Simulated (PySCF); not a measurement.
C₄H₈OSi, SMILES C(C[SiH2]C=O)=C at its GFN2-xTB optimised geometry (Å):

```
14

C      1.1998    -0.5764     0.0000
C     -0.1213    -0.5764     0.0000
C     -0.9689     0.6496     0.0000
Si    -1.7476     0.9563     1.7222
C     -0.2869     1.2521     2.9322
O     -0.2111     2.1777     3.6994
H      1.7657     0.3410    -0.0174
H      1.7716    -1.4883     0.0097
H     -0.6630    -1.5131     0.0180
H     -0.3721     1.5131    -0.2981
H     -1.7716     0.5365    -0.7296
H     -2.6249     2.1238     1.7095
H     -2.4426    -0.2486     2.1870
H      0.5388     0.5050     2.9074
```

Calculation: PBE0/def2-TZVP (PySCF).

Map of the electron localisation function on the plane z = 0.6 Å:

```
|                         |
|                         |
|   ::.                   |
| .=##=.                  |
| -%@%*:                  |
|.+%@%+:    ..            |
|.=##*=...::--.           |
| :==-::-++++=:    ..     |
|  ...:=#%#*+-.  .+#*:    |
|    .-#@@%#+:   *@@@#.   |
|    .=#@@%*=:  :%@@@%-   |
|    .:*%%##*-::=%@@@#:   |
|     .-++*##+***#%%#=.   |
|       .:-***%%#**+-.    |
|         -++*%@#+*+:.    |
|        :*%#*##*#%#*:    |
|       .*@@%*==+%@@@*:   |
|       -@@@@+..-%@@@%-   |
|       =@@@@=  :#@@@%-   |
|       :%@@#:   +%@%+    |
|        -**-    .+*=.    |
|                         |
|                         |
|                         |
|                         |
```
Scale: ten equal steps from 0.000 (start of ' ') to 0.978 (end of '@'), in the order ' .:-=+*#%@'; x runs from -4.00 to 4.00, y from -4.00 (bottom) to 4.00 (top).
